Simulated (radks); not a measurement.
Values are calculated unless marked as measured or tabulated.
Dispersion coefficients C6 (hartree bohr^6) between ground-configuration atoms and ions, from the Casimir-Polder integral (3/pi) of alpha_A(iw) alpha_B(iw). Level of theory: scalar-relativistic Kohn-Sham, LDA (Slater exchange, Perdew-Wang correlation), spin-polarised, spherical densities, finite nucleus; open shells are filled with parallel spins first; Fermi nuclear charge, rms radius of each element as measured or else 0.836 A^(1/3) + 0.57 fm (a radial shooting solver on a logarithmic mesh with Libxc functionals). Response by self-consistent Sternheimer equations with the Hartree and adiabatic LDA kernel, the relativistic mass of each level held fixed and spin-orbit coupling left out.

C6,Br,Br+,Br2+,Br3+,Br4+,Br5+,Br6+
Br,179.8,,,,,,
Br+,117.6,78.22,,,,,
Br2+,82.51,55.43,39.55,,,,
Br3+,61.20,41.34,29.60,22.21,,,
Br4+,46.33,31.36,22.50,16.90,12.87,,
Br5+,35.57,24.05,17.25,12.96,9.881,7.592,
Br6+,21.91,14.86,10.70,8.065,6.166,4.749,2.995

Static polarisabilities (bohr^3): Br ([Ar] 3d10 4s2 4p5) 22.23, Br+ ([Ar] 3d10 4s2 4p4) 12.58, Br2+ ([Ar] 3d10 4s2 4p3) 8.182, Br3+ ([Ar] 3d10 4s2 4p2) 5.875, Br4+ ([Ar] 3d10 4s2 4p1) 4.409, Br5+ ([Ar] 3d10 4s2) 3.434, Br6+ ([Ar] 3d10 4s1) 2.114. The combination rule 2 Ca Cb / ((alpha_b/alpha_a) Ca + (alpha_a/alpha_b) Cb) gives 6.209 for Br4+-Br6+, against 6.166 from the integral.
